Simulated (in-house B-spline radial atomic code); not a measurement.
Atomic self-consistent-field run: Au IV (Au3+). Level of theory: scalar-relativistic (X2C) PBE, spin-polarised, spherical fractional occupations, Fermi nucleus of rms radius 5.4371 fm; calculated with a radial B-spline atomic code at the basis-set limit.

Command:
```bash
python run_scf.py task.json out
```
Settings (nuclear radius in fm, mass in u):
```
Z                79
configuration    [Xe] 4f14 5d8
hamiltonian      x2c
method           pbe,pbe
spin_polarised   True
nucleus          fermi
rms_radius       5.4371
atomic_mass      196.96657
speed_of_light   137.035999084
```

Output (hartree, bohr):
```
 radial grid: 72 intervals, B-splines of order 8, outer radius 39.1892 bohr

 iter        energy (Eh)    residual
    1      -19010.739831    6.87e-01
    2      -19012.178772    1.01e-01
    3      -19012.431745    2.52e-02
    4      -19012.451179    7.75e-03
    5      -19012.452425    3.10e-03
    6      -19012.452716    1.24e-03
    7      -19012.452754    3.41e-04
    8      -19012.452757    3.63e-05
    9      -19012.452757    3.39e-07

 total energy                    -19012.45276
 kinetic                           21852.6246
 electron-nucleus                 -47813.2576
 Hartree                            7316.8570
 exchange-correlation               -368.6768

 orbital      occ     eigenvalue          <r>       <r^2>       <1/r>       r_max
 1s up      1.000     -2958.4926     0.016024  0.00036259     106.396    0.009431
 1s down    1.000     -2958.4927     0.016024  0.00036259     106.396    0.009431
 2s up      1.000      -523.0270    0.0702731  0.00591066     24.9936        0.06
 2s down    1.000      -523.0209    0.0702729  0.00591063     24.9938        0.06
 2p up      3.000      -454.4185     0.063607  0.00496364     20.3015     0.04915
 2p down    3.000      -454.4137    0.0636066   0.0049636     20.3016     0.04915
 3s up      1.000      -124.5016     0.183311   0.0385765     8.96607      0.1698
 3s down    1.000      -124.4994      0.18331   0.0385757     8.96609      0.1698
 3p up      3.000      -104.4825     0.184245    0.039476      7.7287      0.1687
 3p down    3.000      -104.4800     0.184243   0.0394749     7.72872      0.1687
 3d up      5.000       -82.1531     0.167641   0.0329156     7.15394      0.1375
 3d down    5.000       -82.1488     0.167642   0.0329156     7.15387      0.1375
 4s up      1.000       -28.0759     0.407089    0.187248     3.73661      0.3833
 4s down    1.000       -28.0702     0.407106    0.187258     3.73625      0.3833
 4p up      3.000       -21.4693     0.432561    0.212876      3.2626      0.4024
 4p down    3.000       -21.4640     0.432559    0.212862     3.26238      0.4024
 4d up      5.000       -13.2897     0.458593    0.243163     2.89202      0.4108
 4d down    5.000       -13.2836     0.458512    0.243041     2.89221      0.4108
 5s up      1.000        -5.3151     0.926322     0.96224     1.49572      0.8496
 5s down    1.000        -5.2757     0.924138    0.957836     1.50068       0.848
 5p up      3.000        -3.5478      1.06151     1.27165     1.25501      0.9507
 5p down    3.000        -3.4994      1.05912     1.26653     1.25926      0.9485
 4f up      7.000        -4.3249     0.498921    0.301769     2.46108      0.3757
 4f down    7.000        -4.3161     0.498095    0.300493     2.46342      0.3757
 5d up      5.000        -1.5159      1.43263      2.3719     0.90742       1.187
 5d down    3.000        -1.4620      1.43927     2.40036    0.905491       1.185

 Slater integrals (Eh)
   F0(5p up,5p up)               0.847236
   F2(5p up,5p up)               0.457058
   F0(5p up,5p down)             0.848200
   F2(5p up,5p down)             0.457399
   F0(5p up,5d up)               0.713161
   F2(5p up,5d up)               0.355752
   G1(5p up,5d up)               0.428556
   G3(5p up,5d up)               0.266050
   F0(5p up,5d down)             0.711513
   F2(5p up,5d down)             0.354217
   F0(5p down,5p down)           0.849169
   F2(5p down,5p down)           0.457748
   F0(5p down,5d up)             0.713666
   F2(5p down,5d up)             0.355483
   F0(5p down,5d down)           0.712017
   F2(5p down,5d down)           0.353950
   G1(5p down,5d down)           0.426005
   G3(5p down,5d down)           0.264238
   F0(5d up,5d up)               0.630488
   F2(5d up,5d up)               0.329927
   F4(5d up,5d up)               0.219551
   F0(5d up,5d down)             0.629177
   F2(5d up,5d down)             0.328679
   F4(5d up,5d down)             0.218555
   (list cut)
```

Time taken, with all properties: 0.34 s on 1 thread of Arm Neoverse V2, on a shared host.

One-electron X2C: radii and densities carry no picture-change correction, so inner-shell <1/r> comes out high (for 1s by about 2 % at Z = 33, 5 % at 54, 10 % at 75, 30 % at 118) and <r> low.
